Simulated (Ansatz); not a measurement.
The cluster Cu6P⁻, relaxed as a singlet with RKS PBE0-D4/def2-SVPD in Ansatz, starting from the GFN2-xTB geometry. Force threshold 0.02 eV/Å.

The restricted singlet is unstable towards broken spin symmetry in Hartree–Fock (as tested in another run); at PBE0-D4/def2-SVPD this wasn't settled. Another isomer (singlet) lies 0.09 eV lower at PBE0-D4/def2-TZVPD; other spin states weren't run for this one.

Start:

```xyz
7

P    -0.567   -0.308   -1.927
Cu    1.338   -0.987   -1.193
Cu   -0.163    1.155   -0.315
Cu    2.195   -0.089    0.716
Cu   -1.446    0.062    1.377
Cu    0.606    1.289    1.864
Cu   -1.963   -1.122   -0.522
```

```tsv
step	energy (eV)	largest force component (eV/Å)	SCF passes
1	-277054.7879	0.944	27
2	-277055.1166	0.564	40
3	-277055.3819	0.237	40
4	-277055.4564	0.180	39
5	-277055.4814	0.089	38
6	-277055.5155	0.096	36
7	-277055.5453	0.227	37
8	-277055.5932	0.175	37
9	-277055.6444	0.239	37
10	-277055.7281	0.353	36
11	-277055.8463	0.411	36
12	-277055.9708	0.351	36
13	-277056.0615	0.132	36
14	-277056.0978	0.063	36
15	-277056.1009	0.069	32
16	-277056.1025	0.047	33
17	-277056.1031	0.004	34
```

Force components are those of the run's own axes.

End:

```xyz
7

P    -0.5626   -0.6549   -2.1220
Cu    1.2286   -0.9059   -0.8294
Cu   -0.1170    1.0810   -0.5609
Cu    2.2723    0.7728    0.5990
Cu   -1.6618    0.8728    1.6107
Cu    0.3579   -0.3295    1.4251
Cu   -1.5174   -0.8363   -0.1226
```

Bonds formed: Cu2–Cu6, Cu6–Cu7 (atoms count from 1). Metal–metal contacts that move far: Cu2–Cu7 3.37 to 2.84 Å.

No frequencies were taken in this run, so the end may be a saddle point.

Run time 4.7 min (4 threads of Arm Neoverse V2 on a shared host), peak host memory 1.1 GiB.
